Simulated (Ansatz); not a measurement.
`[OH][SnH2][CH2][SiH3]` + `NB(F)F` → `[NH2][SnH2][OH]` + `FB(F)C[SiH3]`  (redistribution)

Gas-phase electronic energies from Ansatz, PBE0-D4/def2-TZVP geometries. CCSD(T)/CBS is the MP2 limit (def2-TZVPP, def2-QZVPP) plus CCSD(T) − MP2 in def2-TZVPP, frozen cores. DFT in def2-TZVPP. def2 core potentials past Kr. For Sn outer-core shells are correlated without core-valence functions, which leaves a few kJ/mol of doubt a bond. Each species was taken in one conformer, which may not be the lowest.

| species | r2SCAN-D4 energy (Eh) |
| --- | --- |
| `[OH][SnH2][CH2][SiH3]` | -621.98595 |
| `NB(F)F` | -280.66416 |
| `[NH2][SnH2][OH]` | -347.36261 |
| `FB(F)C[SiH3]` | -555.25368 |

Question: Work out ΔE.

Answer: ΔE = (-347.36261) + (-555.25368) − (-621.98595) − (-280.66416) = 0.03382 Eh = +21.2 kcal/mol. CCSD(T)/CBS gives +21.5 kcal/mol.

Largest T1 diagnostic among the species: 0.013.

The D4 term adds +0.9 kcal/mol with B3LYP and +0.5 kcal/mol with PBE0; it sums over pairs of atoms, weighted by their polarisabilities, and B3LYP, whose exchange is more repulsive, gets the larger term. From PBE to PBE0 (25 % exact exchange), in def2-TZVPP and without D4, ΔE moves by +1.0 kcal/mol.

B3LYP here is the variant with VWN-RPA as its local correlation; programs differ in this.
